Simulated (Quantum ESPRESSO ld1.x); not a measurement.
Question: Species: Yb4+. Configuration: [Xe] 4f11.5 6p0.5 (fractional occupations, a model configuration). Method: scalar-relativistic Kohn-Sham, LDA (Slater exchange, Perdew-Zunger correlation), spin-polarised, spherical densities, point nucleus; open shells are filled with parallel spins first; computed with ld1.x of Quantum ESPRESSO 7.5. Some entries of the table are withheld. Estimate them.

| orbital | occ. | eigenvalue (hartree) | <r> (bohr) |
|---|---|---|---|
| 1s up | 1 | -2251.05 | 0.01967 |
| 1s down | 1 | -2251.05 | 0.01967 |
| 2s up | 1 | -383.377 | 0.08339 |
| 2s down | 1 | -383.375 | 0.08339 |
| 2p up | 3 | -338.278 | 0.07417 |
| 2p down | 3 | -338.276 | 0.07417 |
| 3s up | 1 | -88.2954 | 0.2170 |
| 3s down | 1 | -88.2479 | 0.2169 |
| 3p up | 3 | -74.7036 | 0.2164 |
| 3p down | 3 | -74.6562 | 0.2164 |
| 3d up | 5 | -58.1186 | 0.1962 |
| 3d down | 5 | -58.0816 | 0.1962 |
| 4s up | 1 | -19.2801 | 0.4869 |
| 4s down | 1 | -19.1901 | 0.4870 |
| 4p up | 3 | -14.8007 | 0.5164 |
| 4p down | 3 | -14.7129 | 0.5166 |
| 4d up | 5 | -8.90298 | 0.5552 |
| 4d down | 5 | -8.81789 | 0.5557 |
| 5s up | 1 | -4.00489 | 1.149 |
| 5s down | 1 | -3.96650 | 1.153 |
| 5p up | 3 | -2.87831 | 1.320 |
| 5p down | 3 | -2.84859 | 1.325 |
| 4f up | 7 | -2.39462 | 0.6797 |
| 4f down | 4.5 | -2.31630 | 0.6858 |
| 5d up | 0 | -1.54186 | 1.784 |
| 5d down | 0 | -1.52029 | 1.783 |
| 6s up | 0 | -1.35392 | (1) |
| 6s down | 0 | -1.32439 | (2) |
| 6p up | 0.5 | -1.06961 | 3.038 |
| 6p down | 0 | -1.03745 | 3.047 |
| 5f up | 0 | (3) | 3.410 |
| 5f down | 0 | (4) | 3.455 |
| 7p up | 0 | -0.55875 | (5) |
| 7p down | 0 | -0.54792 | (6) |

Answer: 
(1) 6s up <r> (bohr): 2.608
(2) 6s down <r> (bohr): 2.601
(3) 5f up eigenvalue (hartree): -0.66900
(4) 5f down eigenvalue (hartree): -0.64170
(5) 7p up <r> (bohr): 5.400
(6) 7p down <r> (bohr): 5.493
